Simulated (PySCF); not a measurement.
Compound: trifluoroacetyl chloride, C2ClF3O.
Numbering: `[O:1]=[C:2]([Cl:3])[C:4]([F:5])([F:6])[F:7]`

Level: CAM-B3LYP/def2-SVPD in PySCF, non-relativistic, on one gas-phase PBE0-D3(BJ)/def2-SVP geometry that isn't relaxed in the solvent. The solvent is an IEF-PCM continuum (Bondi radii, 1.10 Å for H, scaled by 1.2), and excitations are vertical TDDFT with non-equilibrium linear response and a frozen core. The model holds no explicit solvent molecules, cavitation or dispersion.

Gas-phase singlets (H = HOMO, L = LUMO):

| state | E (eV) | λ (nm) | f | leading configurations |
| --- | --- | --- | --- | --- |
| S1 | 4.909 | 253 | 0.000 | H→L 97% |
| S2 | 6.364 | 195 | 0.000 | H-1→L 88%, H-2→L 10% |
| S3 | 6.879 | 180 | 0.040 | H-2→L 78%, H→L+1 9%, H-1→L 9% |
| S4 | 8.255 | 150 | 0.015 | H-1→L+1 67%, H→L+1 16% |
| S5 | 8.296 | 149 | 0.002 | H-2→L+1 83% |

Give the list for cyclohexane (ε = 2.017), n² = 2.04.

```
state  E (eV)  λ (nm)      f  leading configurations  change by rank (eV)
   S1   4.932     251  0.000                 H→L 97%               +0.023
   S2   6.351     195  0.000    H-1→L 85%, H-2→L 13%               -0.013
   S3   6.837     181  0.060    H-2→L 78%, H-1→L 12%               -0.042
   S4   8.251     150  0.022  H-1→L+1 63%, H→L+1 19%               -0.004
   S5   8.293     149  0.002             H-2→L+1 81%               -0.003
```

How do the frontier levels move from gas to cyclohexane?

```csv
orbital,gas (eV),solvent (eV),change (eV),"Löwdin shares, gas","Löwdin shares, solvent"
LUMO+2,1.33,1.39,+0.06,"Cl3 24 %, C4 21 %, C2 14 %, F7 11 %","Cl3 24 %, C4 21 %, C2 14 %, F7 12 %"
LUMO+1,0.82,0.93,+0.11,"Cl3 63 %, C2 21 %, O1 6 %, C4 5 %","Cl3 63 %, C2 21 %, O1 6 %, C4 6 %"
LUMO,-1.27,-1.18,+0.09,"C2 40 %, O1 34 %, Cl3 12 %, C4 5 %","C2 40 %, O1 34 %, Cl3 12 %, C4 5 %"
HOMO,-11.14,-11.08,+0.06,"O1 54 %, Cl3 24 %, C2 8 %, C4 6 %","O1 54 %, Cl3 24 %, C2 8 %, C4 6 %"
HOMO-1,-11.72,-11.63,+0.09,"Cl3 78 %, C2 9 %","Cl3 77 %, C2 9 %, O1 4 %"
HOMO-2,-11.75,-11.65,+0.10,"Cl3 76 %, O1 12 %, C2 10 %","Cl3 76 %, O1 12 %, C2 10 %"
HOMO-3,-14.40,-14.32,+0.08,"F7 37 %, F6 32 %, F5 31 %","F7 36 %, F6 32 %, F5 31 %"
```

The HOMO–LUMO gap goes from 9.88 to 9.90 eV.

On an Intel Xeon 6975P-C with one thread, shared host, this took 11 s wall and 0.77 GiB of memory at its peak. This is the whole response run at CAM-B3LYP/def2-SVPD in cyclohexane, SCF included.

Conformer computed: `[O:1]=[C:2]([Cl:3])[C:4]([F:5])([F:6])[F:7]`: O1–C2–C4–F5 -127°.
